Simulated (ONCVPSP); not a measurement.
**Configuration tests for germanium (ONCV)**

ONCVPSP 4.0.1 input, shortened (lines: element, Z, core and valence counts, functional; n l f; lmax; l rc ep ncon nbas qcut; lloc lpopt rc5 dvloc0; l nproj debl; icmod fcfact rcfact), PBE, scalar-relativistic:

```
  Ge 32.00    6    2        4      upf
    1    0    2.00
    2    0    2.00
    2    1    6.00
    3    0    2.00
    3    1    6.00
    3    2   10.00
    4    0    1.75
    4    1    2.25
    1
    0    1.65    0.00    3    7    4.70
    1    2.00    0.00    4    7    4.50
    0    5    1.65    0.00
    0    0    1.80
    1    2    0.90
    0    0.00    0.00
```

Energies are relative to the spin-unpolarised reference configuration 4s1.75 4p2.25; without spin polarisation the order of configurations can differ from experiment.

```tsv
valence configuration	charge	ΔE all-electron (eV)	error AE − PS (meV)
4s2 4p2	0	-1.968	+0.8
4s2 4p1	+1	5.476	-1.2
4s0 4p4	0	14.228	+43
```

(1) What are ΔE and the potential's error for 4s2 4p0?

Levels in the configuration 4s2 4p1:

```tsv
level	all-electron (eV)	pseudo (eV)
4s	-19.859	-19.879
4p	-11.242	-11.247
```

Note: ghosts flagged at negative energy: p at -469.7 eV; no localised positive-energy state flagged. A true bound ghost makes a file unfit for plane-wave use.

Answers

(1) ΔE = 20.916 eV all-electron; the error (AE − PS) is -6.0 meV.
